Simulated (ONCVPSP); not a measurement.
V (Z = 23), ONCV: configuration errors across variants

ONCVPSP 4.0.1 input, shortened (lines: element, Z, core and valence counts, functional; n l f; lmax; l rc ep ncon nbas qcut; lloc lpopt rc5 dvloc0; l nproj debl; icmod fcfact rcfact), LDA (Perdew-Wang 92), scalar-relativistic:

```
  V 23.00    5    2  -001012      upf
    1    0    2.00
    2    0    2.00
    2    1    6.00
    3    0    2.00
    3    1    6.00
    3    2    3.00
    4    0    2.00
    2
    0    2.95    0.00    3    7    2.10
    1    2.45    0.09    5    8    3.20
    2    2.20    0.00    4    8    7.40
    4    3    1.85    1.00
    0    2    3.10
    1    2    2.60
    2    2    3.30
    0    0.00    0.00
```

In the p channel the program set the typed energies aside and used 0.050, 2.650 Ha.

All-electron excitation energies from the reference (eV): (1) 3d3 4s1 7.934; (2) 3d3 4s0 22.473; (3) 3d2 4s0 51.635; (4) 3d3 4s1.5 3.177.

2 further variants failed, have other tests or too few solved ones, and are left out.

A true bound ghost makes a file unfit for plane-wave use even where its test errors are small: the radial tests pick states by their node count and pass the ghost by.

Errors AE − PS in meV (a dash: test not solved or not reliable):

```tsv
change	(1)	(2)	(3)	(4)	bound ghosts	GHOST(+) flags above zero
base	+7.3	+39	+88	+1.7	none	s
s: qcut 1.5	+4.5	+5.4	-103	+1.6	none	s
all radii scaled by about 0.82 (s 2.42, p 2.00, d 1.80 bohr); local potential polynomial inside 1.52 bohr (lpopt 3, dvloc0 1 Ha)	+9.5	+78	+213	+1.8	p	s
d: rc 1.72; local potential polynomial inside 1.72 bohr (lpopt 3, dvloc0 1 Ha)	+6.3	+37	-1.8	+1.4	none	s, p
s: qcut 2.9; p: qcut 4.4; d: qcut 10.2	+7.8	+66	+210	+1.3	p	s
p: qcut 1.8	+7.3	+39	+88	+1.7	none	s, p
p: rc 3.06	+7.3	+39	+88	+1.7	none	s
d: nproj 0; local potential the d channel	+7.2	+27	–	+1.8	none	s, p
local potential polynomial inside 1.85 bohr (lpopt 3, dvloc0 7 Ha)	+7.7	+39	+85	+1.8	none	s, p
```

Problem. Give the same row for: core correction Teter function, fcfact 3, rcfact 1.75.

Solution. -45, -362, -838, -7.8; bound ghosts: none; GHOST(+) flags above zero: s.
